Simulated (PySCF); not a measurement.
CH4NO, SMILES NC=[OH+], charge +1.

Geometry: B3LYP-D3(BJ)/def2-TZVP. The isomer is the one that the SMILES or the coordinates give; other isomers of the formula were not compared. Other conformers were not sampled.

All values below come from PySCF with PBE/def2-TZVPD.

Symmetry labels are those of the subgroup Cs that the program uses (full group Cs).

Q: List the valence orbital energies around the gap with their symmetry. (An estimate is asked for; the answer gives what the named calculation found.)

A: 
| orbital | symmetry | energy (eV) |
|---|---|---|
| HOMO−7 | A' | -30.67 |
| HOMO−6 | A' | -24.05 |
| HOMO−5 | A' | -21.76 |
| HOMO−4 | A' | -21.09 |
| HOMO−3 | A' | -18.08 |
| HOMO−2 | A" | -17.79 |
| HOMO−1 | A' | -16.20 |
| HOMO | A" | -14.61 |
| LUMO | A" | -8.34 |
| LUMO+1 | A' | -5.99 |
| LUMO+2 | A' | -5.11 |
| LUMO+3 | A' | -4.69 |
